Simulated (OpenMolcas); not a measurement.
O III: Slater's ratio, the spin-orbit constant, worked from levels

```json
{
  "Program": "OpenMolcas",
  "Basis": "ANO-RCC [8s7p4d3f2g]",
  "Scalar Hamiltonian": "DKH2, point nucleus",
  "Active space": "4 electrons in 9 orbitals (RAS2 2s 2p; RAS3 3d, at most 2 electrons)",
  "State averaging": "2S+1 = 3 even, 6 roots; 2S+1 = 1 even, 11 roots; 2S+1 = 5 odd, 1 root; 2S+1 = 3 odd, 9 roots; 2S+1 = 1 odd, 8 roots",
  "Spin-orbit coupling": "state interaction with AMFI integrals over the reference wave functions, term energies averaged over their components"
}
```

Methods: RASSCF; MS-RASPT2, IPEA 0.25 Eh, imaginary shift 0.1 Eh (closed shells correlated: 1s).

**Slater's ratio.** With one set of orbitals, p2 has 1D - 3P = 6 F2 and 1S - 1D = 9 F2 (F2 = F²/25), a ratio of 3/2. Term energies are centres of gravity, weighted by 2J + 1.

```tsv
Source	1D - 3P	1S - 3P	F2 from the first	Ratio
RASSCF	22122	46416	3687	1.098
MS-RASPT2	20355	43262	3392	1.125
```

Energies in cm-1. A ratio away from 3/2 shows effects beyond one configuration with one set of orbitals, and in heavier atoms second-order spin-orbit shifts.

**The spin-orbit constant.** For the Hund term 3P of p2, E(J) = (A/2) J(J+1) + constant and ζ = 2S·A = 2A. From J = 0 to J = 2 the energy changes by 3 A.

```csv
Source,E(2) - E(0),A,ζ
RASSCF,306.8,102.3,205
MS-RASPT2,307.7,102.6,205
```

All in cm-1. Both methods take the spin-orbit matrix elements from the reference wave functions, so the second can move ζ only through the term energies and any multistate remixing. Second-order mixing with other terms is absorbed into this ζ.

CASPT2 breaks the degeneracy within a term, and the mean is taken; among the terms shown or strongly mixed into the levels shown the widest spread is 18 cm-1 (2s2 2p2 1D, MS-RASPT2). Active for correlation alone: 3d; no level in the range computed is led by a configuration that fills it, so any true level of that kind is missing. Only configurations of the active space appear.
